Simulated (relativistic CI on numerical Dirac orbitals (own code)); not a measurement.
**Line list: Electric-dipole lines, Ru³⁶⁺**

Method of calculation: Dirac-Coulomb-Breit CI, separate exchange-only KLI orbitals for each configuration, model QED, unscaled Slater integrals (own radial code, finite nucleus).

Configuration list (outside the closed core 1s2): 2s²2p⁴, 2s2p⁵, 2p⁶, 2p⁵3s, 2p⁵3p, 2p⁵3d, 2s²2p³3s, 2s²2p³3p, 2s²2p³3d, 2s2p⁴3s, 2s2p⁴3p, 2s2p⁴3d, 2s²2p³4s, 2s²2p³4p, 2s²2p³4d, 2s²2p³4f, 2s2p⁴4s, 2s2p⁴4p, 2s2p⁴4d, 2s2p⁴4f, 2s²2p²3s², 2s²2p²3s3p, 2s²2p³5s, 2s²2p³5p, 2s²2p³5d, 2s²2p³5f, 2s²2p³5g, 2s²2p²3p², 2s²2p²3s3d, 2s²2p²3p3d, 2s2p³3s², 2s²2p²3d², 2s2p³3s3p, 2s2p³3p², 2s2p³3s3d, 2s2p⁴5s. Levels of other configurations are missing.

```
λ vac (Å)               Lower                Upper   A (s⁻¹)        gf  Branching (%)
   3.1347      2s²2p⁴ ³P2 [1]  2s²2p³4d ³D°3 [241]  8.70e+13  8.97e-01           86.9
   3.9230      2s²2p⁴ ³P2 [1]   2s²2p³3d ³D°2 [67]  8.98e+13  1.04e+00           47.3
   3.9242      2s²2p⁴ ³P2 [1]   2s²2p³3d ³P°1 [65]  1.28e+14  8.87e-01           64.1
   3.9264      2s²2p⁴ ¹S0 [2]   2s²2p³3d ³D°1 [75]  1.87e+14  1.30e+00           75.5
   3.9311      2s²2p⁴ ¹D2 [4]  2s²2p³3d ¹F°3 [109]  1.82e+14  2.96e+00          100.0
   3.9320      2s²2p⁴ ³P2 [1]   2s²2p³3d ³D°3 [62]  1.87e+14  3.04e+00           99.4
   3.9353      2s²2p⁴ ³P2 [1]   2s²2p³3d ³P°2 [61]  9.76e+13  1.13e+00           72.1
   3.9451      2s2p⁵ ³P°1 [7]    2s2p⁴3d ³D2 [186]  1.33e+14  1.55e+00           95.7
   3.9479      2s2p⁵ ³P°2 [6]    2s2p⁴3d ³D3 [174]  1.18e+14  1.92e+00           99.8
   3.9496      2s2p⁵ ³P°2 [6]    2s2p⁴3d ³P2 [172]  1.66e+14  1.95e+00           98.6
   4.0625      2s²2p⁴ ³P1 [3]   2s²2p³3d ³P°2 [73]  1.22e+14  1.51e+00           65.4
   4.0809      2s²2p⁴ ¹D2 [4]   2s²2p³3d ³F°3 [74]  1.44e+14  2.51e+00           99.2
   4.0819      2s²2p⁴ ³P0 [5]  2s²2p³3d ³D°1 [121]  3.26e+14  2.45e+00           94.2
   4.0894      2s²2p⁴ ³P2 [1]   2s²2p³3d ³D°3 [33]  1.98e+14  3.47e+00           99.9
   4.0896      2s2p⁵ ³P°2 [6]    2s2p⁴3d ³D3 [138]  1.36e+14  2.39e+00           99.8
   4.0918      2s²2p⁴ ¹D2 [4]   2s²2p³3d ³F°2 [71]  1.19e+14  1.49e+00           96.4
   4.0971      2s²2p⁴ ¹D2 [4]   2s²2p³3d ¹F°3 [70]  1.15e+14  2.03e+00           93.5
   4.0989      2s2p⁵ ¹P°1 [9]    2s2p⁴3d ¹D2 [191]  2.33e+14  2.94e+00           94.1
   4.1042      2s²2p⁴ ³P2 [1]   2s²2p³3d ³D°2 [31]  8.94e+13  1.13e+00           99.6
   4.1197      2s2p⁵ ³P°1 [7]    2s2p⁴3d ¹D2 [145]  2.01e+14  2.56e+00           95.6
   4.1405      2s2p⁵ ³P°2 [6]    2s2p⁴3d ³D2 [122]  1.13e+14  1.46e+00           90.2
   4.1447      2s2p⁵ ³P°2 [6]    2s2p⁴3d ³F3 [120]  9.15e+13  1.65e+00           99.6
   4.1448        2p⁶ ¹S0 [10]     2p⁵3d ¹P°1 [218]  2.51e+14  1.94e+00           99.4
   12.257   2s²2p³3p ³D3 [15]  2s²2p³4d ³F°4 [239]  1.34e+13  2.71e+00           99.6
   12.893  2s²2p³3d ³D°2 [23]   2s²2p³4f ³F3 [243]  2.13e+13  3.72e+00           76.5
   12.926  2s²2p³3d ³F°3 [26]   2s²2p³4f ³G4 [245]  2.39e+13  5.40e+00           87.0
   13.012  2s²2p³3d ³F°4 [29]   2s²2p³4f ³G5 [249]  2.72e+13  7.58e+00           99.8
   13.018  2s²2p³3d ⁵D°4 [56]   2s²2p³4f ⁵F5 [292]  2.69e+13  7.51e+00           98.9
   13.040  2s²2p³3d ³G°5 [64]   2s²2p³4f ³H6 [305]  2.68e+13  8.89e+00           99.9
   13.256  2s²2p³3d ³D°3 [33]   2s²2p³4f ³F4 [247]  2.48e+13  5.89e+00           92.4
```

Terms are leading LS components. Brackets give the number of a level in order of energy, since labels repeat. The list gives strong lines, with weight on those to low levels, without lines whose two gauges differ by over a factor of 2.5, among the lowest 400 of 1493 levels, so that lines to higher ones, which can be the strongest, are missing. Levels whose partners in the same complex of configurations lie outside the list can be far off, and so can their lines. Rates are taken at the computed energies, electric ones in the length gauge.

At this charge energies of transitions that change n are usually good to better than 1 %, and those within a shell (Δn = 0) to a few per cent.

LS names give the leading component of a level, which can be under half, so a name can repeat, a term be missing and a line seem to break the LS rules.
